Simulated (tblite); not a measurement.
Species: C₆H₈O₂S (charge +1 and doublet state).
Geometry (GFN2-xTB, Å), atoms numbered from 1 in this order:
```
atom  x, y, z in Å
C1    -3.469   -0.244   -0.687
C2    -2.380    0.601   -0.101
O3    -2.561    1.654    0.444
C4    -1.018    0.016   -0.253
C5     0.045    0.662    0.228
O6     1.292    0.146    0.099
C7     2.373    0.781    0.496
C8     3.631    0.019    0.307
S9     2.396    2.292    1.163
H10   -3.276   -0.401   -1.748
H11   -3.473   -1.218   -0.197
H12   -4.430    0.244   -0.551
H13   -0.931   -0.931   -0.762
H14   -0.039    1.619    0.739
H15    3.743   -0.700    1.123
H16    4.500    0.672    0.311
H17    3.590   -0.551   -0.621
```

All values are computed: GFN2-xTB (tblite) harmonic vibrations without scaling, gas phase. This tight-binding method is rough: wavenumbers can miss measured ones by several per cent, in bad cases by 10 to 20. One conformer, not necessarily the lowest. Open shells enter through the occupations alone, without spin polarisation, and single modes of such species can be off by tens of per cent.

Harmonic wavenumbers (cm⁻¹): 29.6, 37.5, 75.3, 76.3, 103.4, 134.8, 200.0, 250.7, 258.2, 355.6, 397.6, 472.5, 525.2, 551.0, 573.1, 753.2, 769.1, 904.9, 957.7, 959.8, 966.0, 977.1, 979.8, 1062.9, 1131.0, 1176.5, 1188.2, 1240.6, 1253.0, 1333.2, 1356.6, 1397.2, 1405.4, 1409.2, 1409.4, 1598.6, 1732.3, 2974.2, 2996.3, 3015.3, 3022.4, 3023.3, 3059.8, 3062.1, 3103.2.

A = 3458, B = 573.3, C = 495.0 MHz; mass 144.025 u (most abundant isotopes); point group C1, symmetry number 1; spin multiplicity 2.

Question: Zero-point energy?

Answer: Half the sum of the wavenumbers: 27130 cm⁻¹ = 324.54 kJ/mol.

Question: Give the ideal-gas entropy at 200 K and 1 bar in the rigid-rotor, harmonic-oscillator model (classical rotation).

Answer: Translation 162.54, rotation 121.26, vibration 110.96, spin (R ln 2) 5.76: S = 400.5 J/(mol K).

Question: And Cp and H(200 K) − H(0)?

Answer: Cp = 127.51 J/(mol K), of which vibrations give 94.25 (their classical limit is 45 R = 374.2); H(200 K) − H(0) = 17.51 kJ/mol without the zero-point energy, 10.85 from vibrations.

Question: What must be added to the electronic energy to get the Gibbs energy at 200 K and 1 bar?

Answer: ZPE + [H(200 K) − H(0)] − T·S = 324.54 + 17.51 − 80.10 = 261.95 kJ/mol.

Question: Blend soft modes into free rotors: weight 1/[1 + (100 cm⁻¹/ν̃)⁴] for the oscillator and the rest for a rotor with moment μB/(μ + B), μ = h/(8π²ν), B = 10⁻⁴⁴ kg m². What vibrational entropy results?

Answer: 97.21 J/(mol K) in place of 110.96, which changes −T·S at 200 K by +2.75 kJ/mol.

Question: Which modes carry the vibrational entropy at 200 K?

Answer: 29.6 cm⁻¹: 21.19; 37.5 cm⁻¹: 19.23; 75.3 cm⁻¹: 13.51; 76.3 cm⁻¹: 13.41; 103.4 cm⁻¹: 10.96; 134.8 cm⁻¹: 8.89 J/(mol K); the other 39 give 23.76 together.

Hindered rotation and anharmonicity are outside this model. Other conformers, if any are populated, would add a mixing term that is left out. The structure is chiral; the term R ln 2 for an equal mix with its mirror image is left out.

On an Arm Neoverse N1 with one thread (shared host), this took 1.1 s of wall time. This covers the Hessian and the dipole derivatives.
